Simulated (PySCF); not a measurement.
C4H6ClF, SMILES F[C@H](Cl)C1CC1.

Geometry: r2SCAN-D4/def2-SVP. The structure was generated by enumeration; whether it is a known compound was not checked. The values are those of a single conformer.

Two levels are set side by side: TDA-PBE/def2-SVPD (PySCF) and TDA-B3LYP/def2-SVPD (PySCF). Vertical, same geometry. The lowest singlet is HOMO→LUMO 92 % with PBE and HOMO→LUMO 71 %, HOMO−1→LUMO 20 % with the other functional; states are paired by order. Differences are taken from unrounded values.

```json
[
 {"quantity": "lowest singlet excitation (eV)", "TDA-B3LYP": "7.16"},
 {"quantity": "lowest triplet excitation (TDA) (eV)", "TDA-B3LYP": "6.45"}
]
```

Question: What does TDA-PBE give, and how far is it from TDA-B3LYP? (An estimate is asked for; the answer gives what the named calculation found.)

Answer: 
| quantity | TDA-PBE | TDA-PBE minus TDA-B3LYP |
|---|---|---|
| lowest singlet excitation (eV) | 6.80 | -0.36 |
| lowest triplet excitation (TDA) (eV) | 6.17 | -0.28 |

A lower first singlet is the usual sign of a functional without exact exchange. Differences between two approximate levels are no errors against the true value.

Rough cost on one machine, each run with all the roots and properties that it gave: TDA-B3LYP against TDA-PBE about 2 times.
